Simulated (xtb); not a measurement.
ClFH4SSi2, SMILES F[SiH2]S[SiH2]Cl. All values are semi-empirical tight-binding results from xtb (GFN2-xTB unless named), good for trends rather than for accurate numbers. The structure is a stationary point at GFN2-xTB. The structure was generated by enumeration, and PubChem lists no compound with its InChIKey, so it may never have been made. Other conformers were not sampled.

Optimised geometry:

```xyz
9

Si    -2.2762     0.1748     0.0035
F     -2.1221     1.4967     0.9051
S     -0.4215    -0.1948    -0.9912
Si     1.0307    -0.1285     0.6028
Cl     2.7868    -0.6304    -0.2021
H     -2.5800    -0.8682     0.9611
H     -3.2318     0.4664    -1.0376
H      0.6365    -1.1075     1.6053
H      1.0802     1.2238     1.1312
```
Charge 0, spin multiplicity 1.

Problem. Estimate the properties. (An estimate is asked for; the answer gives what the named calculation found.)

Solution. 
```yaml
orbital_gap: 4.53 eV
zero_point_energy: 24.8 kcal/mol
G − E(el) at 298.15 K (modified RRHO): 3.1 kcal/mol
static polarisability (D4 model): 92.7 bohr³
solvation energy, GFN2-xTB/ALPB(water): 0.6 kcal/mol
solvation energy, GFN2-xTB/ALPB(ether): -3.8 kcal/mol
```

Problem. Give the atomic charges and the Wiberg bond orders between heavy atoms. (The exact figures need the calculation; the answer reports its results.)

Solution. charges (e) Si1 0.57, F2 -0.26, S3 -0.42, Si4 0.52, Cl5 -0.20, H6 -0.06, H7 -0.04, H8 -0.06, H9 -0.05. Bond orders Si1–F2 1.11, Si1–S3 0.96, S3–Si4 0.95, Si4–Cl5 1.17.
